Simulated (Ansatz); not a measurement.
Gas-phase electronic energies from Ansatz, PBE0-D4/def2-TZVP geometries. CCSD(T)/CBS adds triple-zeta CCSD(T) − MP2 to the extrapolated MP2 energy (def2 sets, frozen cores). This one scheme is used for every species. Functionals use def2-TZVPP. Open shells (•) are unrestricted, without spin–orbit coupling. Each species was taken in one conformer, which may not be the lowest.

`CBOCO` → `[CH2]O`• + `CB[O]`•  (homolysis of the C–O bond)

| species | ωB97X-V energy (Eh) |
| --- | --- |
| `CBOCO` | -255.79112 |
| `[CH2]O`• | -115.06970 |
| `CB[O]`• | -140.58216 |

(1) Work out ΔE.

(2) What do rigid-rotor, harmonic-oscillator terms from PBE0-D4/def2-TZVP frequencies (298.15 K, 1 bar) make of the CCSD(T)/CBS value? (Best estimate.)

Largest T1 diagnostic among the species: 0.032.

## Answers

(1) ΔE = (-115.06970) + (-140.58216) − (-255.79112) = 0.13926 Eh = +365.6 kJ/mol. CCSD(T)/CBS gives +378.9 kJ/mol.

(2) The calculation gave: ΔZPE = -27.4 kJ/mol, ΔH = +356.7 kJ/mol, ΔS = 183 J/(mol·K), ΔG = +302.3 kJ/mol. Open shells count their whole term as degenerate.

In def2-TZVPP, CCSD(T) changes the Hartree–Fock value by +120.7 kJ/mol (the triples alone add +7.9 kJ/mol) and MP2 by +171.1 kJ/mol; breaking electron pairs costs correlation energy, which Hartree–Fock lacks. From r2SCAN to r2SCAN0 (25 % exact exchange), in def2-TZVPP and without D4, ΔE moves by +7.8 kJ/mol.
